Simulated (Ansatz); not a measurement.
```yaml
crystal:
  periodic: [false, false, false]
  atoms:
    - {symbol: B, position_ang: [-0.076423, 1.064645, -0.412094]}
    - {symbol: C, position_ang: [0.597737, -0.497820, -0.023272]}
    - {symbol: N, position_ang: [-0.303228, -1.115929, 0.779839]}
    - {symbol: F, position_ang: [1.411720, -1.059085, -0.749307]}
    - {symbol: F, position_ang: [1.051425, 1.808147, -0.972895]}
    - {symbol: H, position_ang: [-0.463726, 1.572492, 0.629503]}
    - {symbol: H, position_ang: [-0.930536, 0.916256, -1.203448]}
    - {symbol: H, position_ang: [-0.817213, -0.724353, 1.359692]}
    - {symbol: H, position_ang: [-0.145519, -2.180909, 0.748638]}
basis:
  gaussian: {orbitals: def2-mTZVPP}
magnetization: {spin_polarized: true, initial_magnetization: 2}
hamiltonian: {xc: {name: B3LYP}, pseudopotentials: {relativity: none}}
scf: {lower_state_search: light}
output: {forces: true}
```

```sh
$ ansatz run in.yaml --threads 2 --pin off --events-out ev --progress --plain --max-ram 4352MiB
```

Shortened log:

```
Functional definition: B3LYP
  name "B3LYP"
  cite "Stephens, Devlin, Chabalowski & Frisch, J. Phys. Chem. 98, 11623 (1994) doi:10.1021/j100096a001"
  cite "Becke, Phys. Rev. A 38, 3098 (1988) doi:10.1103/PhysRevA.38.3098"
  cite "Lee, Yang & Parr, Phys. Rev. B 37, 785 (1988) doi:10.1103/PhysRevB.37.785"
  cite "Vosko, Wilk & Nusair, Can. J. Phys. 58, 1200 (1980) doi:10.1139/p80-159"
  parameter a0 = 0.2
  parameter ax = 0.72
  parameter ac = 0.81
  exchange = (1 - a0 - ax)*slater_x + ax*b88_x + a0*exact_x
  correlation = (1 - ac)*vwn_rpa_c + ac*lyp_c
1048 factors; their error is unknown
mean field evaluation 1: about -8695.0194 eV, gradient 4.0e1 eV
mean field evaluation 2: about -8690.2904 eV, gradient 5.3e1 eV
mean field evaluation 4: about -8700.8774 eV, gradient 3.7e0 eV
mean field evaluation 8: about -8700.9398 eV, gradient 2.5e-1 eV
mean field evaluation 16: about -8700.9591 eV, gradient 1.4e-3 eV
mean field -8700.95909942 eV, -319.7543491817 hartree, gradient 1.6e-5 eV, S^2 2.006338; 2 other end points of the search recorded, 0 dependent functions left out
the calculation of the forces begins
reference -8700.95932939 eV, -319.7543576331 hartree; 21, 19 occupied and 109, 111 virtual orbitals, 1048 factors
Total energy: -8700.95932939 eV, -319.7543576331 hartree
Atom 0 at    -0.076423     1.064645    -0.412094 Å, force     1.112841     2.824970    -1.699198 eV/Å
Atom 1 at     0.597737    -0.497820    -0.023272 Å, force    -2.431263     4.500343     4.246873 eV/Å
Atom 2 at    -0.303228    -1.115929     0.779839 Å, force     6.127371    -8.820252    -6.951798 eV/Å
Atom 3 at     1.411720    -1.059085    -0.749307 Å, force     3.099092    -2.811324    -3.480123 eV/Å
Atom 4 at     1.051425     1.808147    -0.972895 Å, force    -1.463877    -1.380744     0.981061 eV/Å
Atom 5 at    -0.463726     1.572492     0.629503 Å, force     0.564047    -0.704977     0.392297 eV/Å
Atom 6 at    -0.930536     0.916256    -1.203448 Å, force    -0.353705    -0.443538    -0.730451 eV/Å
Atom 7 at    -0.817213    -0.724353     1.359692 Å, force    -5.676970     4.522676     6.745010 eV/Å
Atom 8 at    -0.145519    -2.180909     0.748638 Å, force    -0.977535     2.312846     0.496331 eV/Å
Dipole moment:    -0.273707    -0.747898     0.452701 e Å
```

Run time 6 s (2 threads of an Arm Neoverse V1 on a shared host); peak host memory 0.34 GiB.
